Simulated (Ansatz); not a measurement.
`[CH3][Zr]([OH])([Cl])[Cl]` + HCl → `[OH][Zr]([Cl])([Cl])[Cl]` + CH₄ at 298.15 K and 1 bar (ligand exchange at a Zr–C bond).

Calculated with Ansatz (gas phase, PBE0-D4/def2-TZVP geometries, no zero-point term in ΔE). CCSD(T)/CBS is the MP2 limit (def2-TZVPP, def2-QZVPP) plus CCSD(T) − MP2 in def2-TZVPP, frozen cores. This one scheme is used for every species. def2 core potentials past Kr. For Zr outer-core shells are correlated without core-valence functions, which leaves a few kJ/mol of doubt a bond. One conformer a species, not always the lowest.

```
                    species  CCSD(T)/CBS energy (Eh)  H − E (kJ/mol)  S (J/(mol·K))
`[CH3][Zr]([OH])([Cl])[Cl]`              -1082.40614           155.9          405.8
                        HCl               -460.38127            26.6          186.8
 `[OH][Zr]([Cl])([Cl])[Cl]`              -1502.40323            66.5          383.7
                        CH₄                -40.46206           127.4          186.2
```

H − E and S are ideal-gas, rigid-rotor, harmonic terms from PBE0-D4/def2-TZVP, for one conformer and one mirror image of each species. 1 Eh = 2625.50 kJ/mol, R = 8.31446 J/(mol·K).

**Question.** By hand: ΔE, ΔH, ΔS and ΔG.

**Answer.** ΔE = (-1502.40323) + (-40.46206) − (-1082.40614) − (-460.38127) = -0.07788 Eh = -204.5 kJ/mol. Δ(H − E) = 66.5 + 127.4 − 155.9 − 26.6 = 11.4, so ΔH = -193.1 kJ/mol. ΔS = 383.7 + 186.2 − 405.8 − 186.8 = -22.7 J/(mol·K). ΔG = -193.1 − 298.15 × (-22.7)/1000 = -186.3 kJ/mol.

**Question.** By hand: the equilibrium constant, and the temperature at which ΔG would vanish if ΔH and ΔS stayed fixed.

**Answer.** log₁₀ K = −ΔG/(RT ln 10) = 32.6. ΔG = 0 at ΔH/ΔS = 8507 K, far beyond where these terms or the molecules hold.

ΔH outweighs TΔS. A doubt of 5 kJ/mol in ΔE shifts log₁₀ K by 0.9 here. Other conformers and mirror images would add mixing entropy, several J/(mol·K) or more a flexible species. These are equilibria of isolated gas molecules and say nothing of rates. Largest T1 diagnostic: 0.016 (customary marks: 0.02 for closed shells, 0.045 for open ones).
